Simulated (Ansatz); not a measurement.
A search over several starts for the lowest SCF solution of Mo(OH)4 (MoO4H4) at the given spin, in a small basis.

```yaml
crystal:
  periodic: [false, false, false]
  atoms:
    - {symbol: Mo, position_ang: [0.356580, 0.018912, -0.035965]}
    - {symbol: O, position_ang: [0.756498, 1.794423, 0.484885]}
    - {symbol: H, position_ang: [0.016332, 2.247185, 0.926653]}
    - {symbol: O, position_ang: [1.378987, -1.275711, 0.858244]}
    - {symbol: H, position_ang: [1.111345, -1.836237, 1.600113]}
    - {symbol: O, position_ang: [-1.467505, 0.259882, 0.516207]}
    - {symbol: H, position_ang: [-2.076478, -0.154408, -0.118186]}
    - {symbol: O, position_ang: [-0.341005, -0.506659, -1.738489]}
    - {symbol: H, position_ang: [0.265245, -0.547377, -2.493451]}
basis:
  gaussian: {orbitals: def2-SVP, initial_orbitals: start.molden}
magnetization: {spin_polarized: true, initial_magnetization: 2}
hamiltonian: {xc: pbe0, dispersion: d4}
output: {orbitals: {seedname: orbitals}}
```

The file start.molden holds the orbitals of an earlier run on this structure, at another level or in another basis.

```sh
$ ansatz run in.yaml --threads 4 --pin off --events-out ev --progress --plain --max-ram 4787MiB
```

It prints (some lines left out):

```
Functional definition: PBE0
  name "PBE0"
  cite "Adamo & Barone, J. Chem. Phys. 110, 6158 (1999) doi:10.1063/1.478522"
  cite "Perdew, Burke & Ernzerhof, Phys. Rev. Lett. 77, 3865 (1996) doi:10.1103/PhysRevLett.77.3865"
  parent pbe
  parameter a = 0.25
  parameter kappa = 0.804
  parameter beta = 0.06672455060314922
  exchange = (1 - a)*pbe_x(kappa = kappa, mu = beta*pi^2/3) + a*exact_x
  correlation = pbe_c(beta = beta)
1050 factors; integrals over basis functions are off by at most 7.1e-4 eV
mean field evaluation 1: about -10096.1075 eV, gradient 2.9e0 eV
mean field evaluation 2: about -10096.1620 eV, gradient 8.0e-2 eV
mean field evaluation 4: about -10096.4187 eV, gradient 2.1e-3 eV
mean field evaluation 8: about -10081.8317 eV, gradient 6.4e1 eV
mean field evaluation 16: about -10096.4179 eV, gradient 3.2e-1 eV
mean field evaluation 32: about -10096.4187 eV, gradient 5.9e-5 eV
mean field -10096.41866692 eV, -371.0365424108 hartree, gradient 3.2e-5 eV, S^2 2.008233; 1 other end points of the search recorded, 0 dependent functions left out
reference -10096.41872230 eV, -371.0365444462 hartree; 26, 24 occupied and 81, 83 virtual orbitals, 1050 factors
Total energy: -10096.57647871 eV, -371.0423418871 hartree
```

Run time 3.9 s (4 threads of Intel Xeon Platinum 8259CL on a shared host).

In the def2 sets Mo takes a core potential; there is no spin–orbit coupling.
